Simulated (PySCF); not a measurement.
## Radial density of Cu(2+) (copper, charge +2)

UHF, [Ar] 3d8 4s1, high-spin 4F determinant (an excited configuration). Calculation: PySCF 2.14, in aug-cc-pwCVDZ-PP with ECP10MDF; a scalar-relativistic core potential. This is the valence pseudo-density: the core potential removes the inner electrons and smooths the orbitals near the nucleus.

```json
{"r (bohr)": "0.00676", "4πr²ρ (e/bohr)": "1.547e-05", "4πr²(ρα − ρβ)": "0.0000"}
{"r (bohr)": "0.0114", "4πr²ρ (e/bohr)": "4.334e-05", "4πr²(ρα − ρβ)": "0.0000"}
{"r (bohr)": "0.0191", "4πr²ρ (e/bohr)": "0.0001253", "4πr²(ρα − ρβ)": "0.0000"}
{"r (bohr)": "0.0322", "4πr²ρ (e/bohr)": "0.0004974", "4πr²(ρα − ρβ)": "0.0001"}
{"r (bohr)": "0.0541", "4πr²ρ (e/bohr)": "0.004591", "4πr²(ρα − ρβ)": "0.0009"}
{"r (bohr)": "0.0911", "4πr²ρ (e/bohr)": "0.06194", "4πr²(ρα − ρβ)": "0.0143"}
{"r (bohr)": "0.153", "4πr²ρ (e/bohr)": "0.6224", "4πr²(ρα − ρβ)": "0.1434"}
{"r (bohr)": "0.258", "4πr²ρ (e/bohr)": "4.034", "4πr²(ρα − ρβ)": "0.7745"}
{"r (bohr)": "0.433", "4πr²ρ (e/bohr)": "16.50", "4πr²(ρα − ρβ)": "2.1348"}
{"r (bohr)": "0.729", "4πr²ρ (e/bohr)": "20.22", "4πr²(ρα − ρβ)": "2.1962"}
{"r (bohr)": "1.23", "4πr²ρ (e/bohr)": "5.743", "4πr²(ρα − ρβ)": "0.9694"}
{"r (bohr)": "2.06", "4πr²ρ (e/bohr)": "0.9723", "4πr²(ρα − ρβ)": "0.6186"}
{"r (bohr)": "3.47", "4πr²ρ (e/bohr)": "0.1652", "4πr²(ρα − ρβ)": "0.1565"}
{"r (bohr)": "5.84", "4πr²ρ (e/bohr)": "0.0004740", "4πr²(ρα − ρβ)": "0.0004"}
{"r (bohr)": "9.82", "4πr²ρ (e/bohr)": "6.649e-05", "4πr²(ρα − ρβ)": "0.0001"}
```

Energies and moments cover only the electrons outside the core potential.
